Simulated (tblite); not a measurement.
Species: C5H8F3 (doublet state).
Atom-mapped SMILES: `[CH3:1][C@H:2]([CH2:3][F:4])[C:5]([F:6])[CH2:7][F:8]` (hydrogens: H9, H10, H11 on C1; H12 on C2; H13, H14 on C3; H15, H16 on C7)

Structure used (GFN2-xTB), in Å, numbered top down from 1:
```xyz
16
C5H8F3 angstrom
C     -1.581    0.921   -0.432
C     -0.414   -0.066   -0.336
C     -0.865   -1.308    0.463
F      0.121   -2.261    0.449
C      0.776    0.553    0.296
F      0.584    1.187    1.477
C      2.177    0.223   -0.034
F      2.456    0.543   -1.353
H     -1.852    1.282    0.557
H     -2.447    0.443   -0.881
H     -1.294    1.772   -1.044
H     -0.116   -0.398   -1.336
H     -1.752   -1.761    0.010
H     -1.055   -1.057    1.511
H      2.387   -0.856    0.050
H      2.869    0.794    0.592
```

All values are computed: GFN2-xTB (tblite) harmonic vibrations without scaling, gas phase. Against measured fundamentals such values can be off by several per cent, at times by over 20. One conformer, not necessarily the lowest. Open shells enter through the occupations alone, without spin polarisation, and single modes of such species can be off by tens of per cent.

Harmonic wavenumbers (cm⁻¹): 35.4, 51.1, 88.7, 117.7, 176.0, 201.1, 238.7, 303.4, 355.5, 416.0, 492.9, 563.8, 766.8, 901.1, 919.2, 940.6, 968.1, 1039.0, 1047.2, 1094.0, 1106.4, 1169.2, 1195.1, 1217.6, 1245.8, 1255.7, 1301.4, 1319.1, 1344.4, 1399.3, 1408.4, 1438.1, 1487.8, 1491.9, 2839.4, 2949.1, 2953.6, 2963.9, 2966.2, 3046.2, 3047.4, 3055.9.

A = 2149, B = 1468, C = 1217 MHz; mass 125.058 u (most abundant isotopes); point group C1, symmetry number 1; spin multiplicity 2.

Q: What is the zero-point energy?

A: Half the sum of the wavenumbers: 26459 cm⁻¹ = 316.52 kJ/mol.

Q: What is S at 273.15 K and 1 bar for an ideal gas of classical rigid rotors and harmonic oscillators?

A: Translation 167.26, rotation 119.48, vibration 113.86, spin (R ln 2) 5.76: S = 406.4 J/(mol K).

Q: And Cp and H(273.15 K) − H(0)?

A: Cp = 133.85 J/(mol K), of which vibrations give 100.60 (their classical limit is 42 R = 349.2); H(273.15 K) − H(0) = 24.39 kJ/mol without the zero-point energy, 15.31 from vibrations.

Q: Which modes carry the vibrational entropy at 273.15 K?

A: 35.4 cm⁻¹: 22.29; 51.1 cm⁻¹: 19.25; 88.7 cm⁻¹: 14.72; 117.7 cm⁻¹: 12.42; 176.0 cm⁻¹: 9.24; 201.1 cm⁻¹: 8.21 J/(mol K); the other 36 give 27.73 together.

Q: Blend soft modes into free rotors: weight 1/[1 + (100 cm⁻¹/ν̃)⁴] for the oscillator and the rest for a rotor with moment μB/(μ + B), μ = h/(8π²ν), B = 10⁻⁴⁴ kg m². What vibrational entropy results?

A: 100.95 J/(mol K) in place of 113.86, which changes −T·S at 273.15 K by +3.53 kJ/mol.

Q: How do the functions run with temperature in this model?

A: 
```csv
T (K),S (J/(mol K)),Cp (J/(mol K)),H − H(0) (kJ/mol),G − H(0) (kJ/mol),ln q(vib)
50,254.7,59.0,2.25,-10.49,0.84
100,302.6,80.6,5.76,-24.49,2.30
298.15,418.4,142.0,27.84,-96.92,7.57
373.15,453.0,166.9,39.43,-129.61,9.35
500,507.3,204.9,63.08,-190.56,12.24
750,601.3,258.4,121.52,-329.48,17.62
1000,680.7,292.8,190.72,-490.01,22.56
```

q(vib) and H(0) count from the zero-point level.

Q: What must be added to the electronic energy to get the Gibbs energy at 273.15 K and 1 bar?

A: ZPE + [H(273.15 K) − H(0)] − T·S = 316.52 + 24.39 − 111.00 = 229.91 kJ/mol.

Hindered rotation and anharmonicity are outside this model. Other conformers, if any are populated, would add a mixing term that is left out. The structure is chiral; the term R ln 2 for an equal mix with its mirror image is left out.
